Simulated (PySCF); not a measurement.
## Electron correlation in Ar²⁺ (argon, charge +2)

[Ne] 3s2 3p4, high-spin 3P determinant. All numbers are calculated (PySCF 2.14, no relativity, point nucleus, in cc-pV(T+d)Z). Frozen: [Ne]; 6 electrons correlated.

MP2 pair energies summed by pair of shells (mhartree):

| pair | energy | share (%) |
| --- | --- | --- |
| 3p-3p | -61.70 | 47.2 |
| 3s-3p | -59.28 | 45.4 |
| 3s-3s | -9.63 | 7.4 |

Total MP2 correlation energy: -130.62 mhartree.

Same-spin part -29.99 and opposite-spin part -100.63 mhartree; SCS-MP2 scales them by 1/3 and 6/5 to -130.75 mhartree.

```json
{"level": "CCSD", "correlation energy (mhartree)": "-157.10"}
{"level": "(T)", "correlation energy (mhartree)": "-4.14"}
{"level": "CCSD(T)", "correlation energy (mhartree)": "-161.24"}
```

Diagnostics: T1 = 0.0080, D1 = 0.0259, largest double amplitude 0.057.

Cost of the coupled-cluster step: 0.95 s of wall time on 1 thread of Neoverse-N1 (shared host), for 6 correlated electrons.
